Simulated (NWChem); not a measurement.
System: GeHCl2, doublet; SMILES [GeH]([Cl])[Cl]

```xyz
4

Cl    -0.6367     0.0006    -1.7540
Ge     0.6309    -0.0406     0.0000
Cl    -0.6367     0.0006     1.7540
H      1.4591     1.2789     0.0000
```
Atoms are numbered in this order, from 1.

Program: NWChem. Spin-unrestricted. In the optimisation the excess spin sits in a' (Cs, its own frame). Coordinates come from a PBE0/def2-SVP, spin-unrestricted optimisation. No stability test was run on the SCF state. Total energies compare along this basis series because the functional is fixed.

```csv
level,basis functions,energy (Ha),highest occupied level (eV),"lowest empty minus highest occupied level, either spin (eV)",dipole (D),relative time
PBE/STO-3G,37,-2963.2779,-3.71,1.04,2.20,1
PBE/def2-SVP,73,-2996.8049,-5.76,1.11,1.54,2
PBE/def2-SVPD,100,-2996.8228,-6.06,1.14,1.72,4
PBE/def2-TZVP,128,-2997.3912,-5.94,1.14,1.63,10
PBE/def2-TZVPD,155,-2997.3934,-6.00,1.14,1.65,10
PBE/def2-TZVPP,146,-2997.3916,-5.94,1.14,1.63,10
PBE/def2-QZVP,245,-2997.4679,-5.99,1.14,1.65,40
```

Times are rough ratios from one shared machine.
